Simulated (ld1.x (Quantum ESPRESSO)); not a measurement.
Transferability test, TM potential for copper

```
Element                 : copper
Generator               : ld1.x (Quantum ESPRESSO) 7.5
Type                    : norm-conserving Troullier–Martins (Kleinman–Bylander form)
Functional              : PW91
Relativity              : scalar-relativistic
Frozen core             : [Ne] 3s2
Valence charge          : 17
Reference configuration : 3p6 3d10 4s1 4p0
Partial waves           : 4s (bound): rc 2.35 bohr; 3p (bound): rc 0.85 bohr; 3d (bound): rc 1.10 bohr
Local potential         : all-electron potential smoothed inside 2.10 bohr (lloc = -1)
Core correction         : a·sin(br)/r model core inside 0.80 bohr
```

Energies are relative to the spin-unpolarised reference configuration 3p6 3d10 4s1 4p0; without spin polarisation the order of configurations can differ from experiment.

```csv
valence configuration,charge,ΔE all-electron (eV),error AE − PS (meV)
3p6 3d10 4s0 4p0,+1,8.203,-12
3p6 3d9 4s0 4p0,+2,29.636,-70
3p6 3d8 4s0 4p0,+3,68.770,-419
3p6 3d9 4s2 4p0,0,1.990,-80
3p6 3d10 4s0 4p1,0,4.169,-217
```

(1) What are ΔE and the potential's error for 3p6 3d7 4s0 4p0?

(2) What are ΔE and the potential's error for 3p5 3d10 4s1 4p0?

## Answers

(1) ΔE = 128.607 eV all-electron; the error (AE − PS) is -1193 meV.

(2) ΔE = 79.599 eV all-electron; the error (AE − PS) is -128 meV.
